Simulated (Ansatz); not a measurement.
System: difluoroborane, sum formula BHF$_{2}$, net charge 0, singlet state. SMILES: B(F)F
Geometry: optimised at B3LYP-D3(BJ)/def2-TZVP (Ansatz, an electronic-structure program).

CCSD(T) with Ansatz in growing basis sets, 18 correlated electrons. Valence correlation only, unless marked. Open shells are spin-unrestricted. No spin-orbit coupling. No relativistic terms. Costs are ratios of core time to the smallest set, on shared machines of one kind, and rough; they hold the program's checks for lower states.

```
basis    functions  cost over smallest  E(corr) (Eh)  electronic atomisation energy (kcal/mol)
-------  ---------  ------------------  ------------  ----------------------------------------
cc-pVTZ        104                  1×       -0.6248                                     401.5
cc-pVQZ        195                  7×             ?                                         ?
```

Task: What does the step to cc-pVQZ buy, and how does its cost grow by formal scaling?

Result: Formally CCSD grows as o²v⁴ and (T) as o³v⁴; with o = 9 and v going from 92 to 183 both grow 16-fold in the last step, while integrals and the mean field grow more slowly. That step adds 52.4 mEh of correlation energy and 5.1 kcal/mol to the atomisation energy. Row: E(corr) (Eh) -0.6771, electronic atomisation energy (kcal/mol) 406.6.
